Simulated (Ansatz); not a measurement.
Born–Oppenheimer molecular dynamics of a periodic cell of 17 atoms, TiSi16 (host Si, host structure diamond, interstitial Ti). It goes on from the last frame of an earlier run, with new velocities.

Method: Ansatz, DFT PBEsol, scalar-relativistic, plane waves, PAW. Settings: accuracy low, PAW set soft_1, cutoff 420 eV, k mesh 2x2x2, fermi-dirac smearing 0.05 eV, no spin polarisation.

```yaml
ensemble: NVT, Langevin thermostat
time_step: 2 fs
steps_asked: 270
set_temperature: 1680 K
friction: 0.02 /fs
seed: 118837
```

First frame:

```xyz
17
Lattice="0.0000 5.4300 5.4300 5.4300 0.0000 5.4300 5.4300 5.4300 0.0000" Properties=species:S:1:pos:R:3
Si 0.033 -0.076 0.039
Si 1.558 1.235 1.375
Si 2.484 2.873 0.044
Si 4.002 4.012 1.493
Si 2.724 -0.583 2.565
Si 3.912 1.172 3.921
Si 5.256 2.702 2.792
Si 6.606 4.232 3.938
Si 0.228 2.847 2.658
Si 1.426 4.064 4.282
Si 2.514 5.356 2.711
Si 3.787 7.019 4.025
Si 2.784 2.657 5.600
Si 4.460 4.097 6.440
Si 5.272 5.894 5.447
Si 6.844 6.909 7.003
Ti 7.048 6.711 4.030
```

**Question.** What does the run give?

**Answer.** The run went to its last step.

- steps done: 270
- time covered: 540 fs
- mean temperature over the second half: 1695 K
- spread of the potential energy over the second half: 50.7 meV per atom
- mean potential energy of the second half above the start: 223.6 meV per atom

A run of 0.54 ps of so small a system gives no equilibrium averages. Limits of this set-up: coarse k mesh, PAW files made for another functional, low accuracy level.

**Question.** What happens to the structure?

**Answer.** Mean squared displacements from the first frame to the last, about the centre of mass: Si 1.29 Å², Ti 0.05 Å². This is one draw of velocities; another would differ in detail.

**Question.** How do temperature and energy run in time?

**Answer.** 
| time (fs) | T (K) | potential energy less start (eV) |
| --- | --- | --- |
| 0.0 | 1581 | 0.000 |
| 44.0 | 1952 | 0.801 |
| 88.0 | 1339 | 0.904 |
| 132.0 | 1041 | 2.105 |
| 176.0 | 1542 | 1.494 |
| 220.0 | 1785 | 1.711 |
| 264.0 | 1364 | 3.260 |
| 308.0 | 1779 | 2.591 |
| 352.0 | 1271 | 3.996 |
| 396.0 | 1692 | 3.328 |
| 440.0 | 1914 | 4.617 |
| 484.0 | 1818 | 5.057 |
| 528.0 | 1591 | 4.664 |

The run took 28 min on 1 thread of Arm Neoverse V1 (shared host), peak memory 0.61 GiB.
